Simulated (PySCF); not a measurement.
SMILES C[Si](C)(O)O[Si](C)(O)O, GFN2-xTB optimised geometry.

```
21

Si    -0.59     1.37    -0.28
C     -0.81     1.84    -2.10
O     -1.37     2.49     0.58
O      0.96     1.29     0.20
O     -1.27    -0.10     0.00
Si    -0.86    -1.66     0.00
C     -1.52    -2.51    -1.57
C     -1.53    -2.45     1.59
O      0.79    -1.66     0.00
H     -0.36     2.80    -2.30
H     -1.86     1.91    -2.36
H     -0.35     1.11    -2.76
H     -1.34     2.47     1.53
H      1.37     0.43     0.14
H     -1.32    -3.57    -1.56
H     -1.06    -2.09    -2.46
H     -2.59    -2.38    -1.66
H     -1.07    -2.03     2.47
H     -1.35    -3.52     1.60
H     -2.60    -2.30     1.68
H      1.26    -2.49     0.00
```

Density from PBE0/def2-SVP in PySCF at that geometry.

Minimum of the electron density along straight lines between bonded atoms, close to the bond critical point (lines longer than 1.1 times the sum of covalent radii, or with two minima, are not listed):

```tsv
bond	length / Å	ρ at the minimum / e bohr⁻³	∇²ρ there / e bohr⁻⁵	position (fraction from the first atom)
Si1–C2	1.889	0.117	0.32	0.38
Si1–O3	1.618	0.134	1.11	0.41
Si1–O4	1.629	0.132	1.07	0.41
Si1–O5	1.644	0.121	1.00	0.41
O5–Si6	1.614	0.131	1.13	0.59
Si6–C7	1.899	0.114	0.31	0.38
Si6–C8	1.899	0.114	0.31	0.38
Si6–O9	1.652	0.122	0.99	0.41
C2–H10	1.084	0.273	-0.98	0.63
C2–H11	1.084	0.272	-0.98	0.63
C2–H12	1.085	0.271	-0.96	0.62
O3–H13	0.954	0.355	-2.43	0.82
O4–H14	0.957	0.350	-2.55	0.82
C7–H15	1.086	0.271	-0.96	0.62
C7–H16	1.086	0.271	-0.97	0.62
C7–H17	1.084	0.272	-0.98	0.63
C8–H18	1.086	0.271	-0.97	0.62
C8–H19	1.086	0.271	-0.95	0.62
C8–H20	1.084	0.272	-0.97	0.62
O9–H21	0.953	0.357	-2.44	0.82
```
